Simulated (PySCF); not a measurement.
BrHOSi, SMILES O[Si]Br (connectivity only; charge and spin as stated), neutral, multiplicity 1.

Coordinates come from a B3LYP-D3(BJ)/def2-TZVP optimisation. Other conformers were not sampled.

The numbers are results of CAM-B3LYP/def2-TZVPD run with PySCF, not measurements.

Symmetry labels are those of the subgroup Cs that the program uses (full group Cs).

Task: List the valence orbital energies around the gap with their symmetry. (An estimate is asked for; the answer gives what the named calculation found.)

Result: 
| orbital | symmetry | energy (eV) |
|---|---|---|
| HOMO−7 | A' | -23.13 |
| HOMO−6 | A' | -17.66 |
| HOMO−5 | A' | -13.96 |
| HOMO−4 | A' | -12.58 |
| HOMO−3 | A" | -12.41 |
| HOMO−2 | A" | -9.94 |
| HOMO−1 | A' | -9.85 |
| HOMO | A' | -8.61 |
| LUMO | A" | -1.17 |
| LUMO+1 | A' | 0.15 |
| LUMO+2 | A' | 0.73 |
| LUMO+3 | A' | 1.18 |
